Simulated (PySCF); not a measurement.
# Cd+ (cadmium, charge +1) across methods

[Kr] 4d9 5s2, 2D determinant (an excited configuration). All numbers are calculated (PySCF 2.14, a scalar-relativistic core potential, in aug-cc-pVTZ-PP with one added diffuse shell each of s, p, d, f, g type with ECP28MDF (7s7p6d4f3g, 113 functions)).

```csv
method,E (hartree),mean ε 4d β (eV),mean ε 5s α (eV),mean ε 5s β (eV),Σ⟨r²⟩ (bohr²),⟨S²⟩
PBE,-167.0984,-23.991,-14.782,-14.518,39.20,0.751
UHF,-166.24316,-32.347,-17.048,-16.703,40.03,0.752
r2SCAN,-167.1421,-24.490,-14.974,-14.733,39.08,0.751
CAM-B3LYP,-167.0656,-27.762,-16.936,-16.698,39.33,0.751
PBE0,-167.0859,-26.324,-15.562,-15.287,39.23,0.751
MN15,-166.7347,-27.135,-16.547,-16.303,39.54,0.751
wB97M-V,-167.0314,-28.836,-17.668,-17.417,39.33,0.751
LDA,-166.7926,-24.095,-15.142,-14.897,39.13,0.750
```

Energies and moments cover only the electrons outside the core potential.
